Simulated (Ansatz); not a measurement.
Ansatz results at the PBE0-D4/def2-TZVP geometry: size of the dipole moment (B3LYP/def2-TZVPP) 1.77 D; HOMO energy (PBE/def2-TZVPP) -6.43 eV; LUMO energy (PBE0/def2-TZVPP) -2.07 eV.

Each molecule was computed in one conformer, which needn't be the lowest.

Q: Which molecule gave them?
A. `C=CB(C)[SiH3]`
B. `OC[SiH]1[SiH2][SiH2]1`
C. `BC[SiH]1CC1`
D. `ClB1C=C1`

A: A. The others give `ClB1C=C1`: 1.98, -6.44, -0.55; `OC[SiH]1[SiH2][SiH2]1`: 1.91, -5.76, -1.06; `BC[SiH]1CC1`: 1.25, -5.90, -0.92.

B3LYP here is the variant with VWN-RPA as its local correlation; programs differ in this.
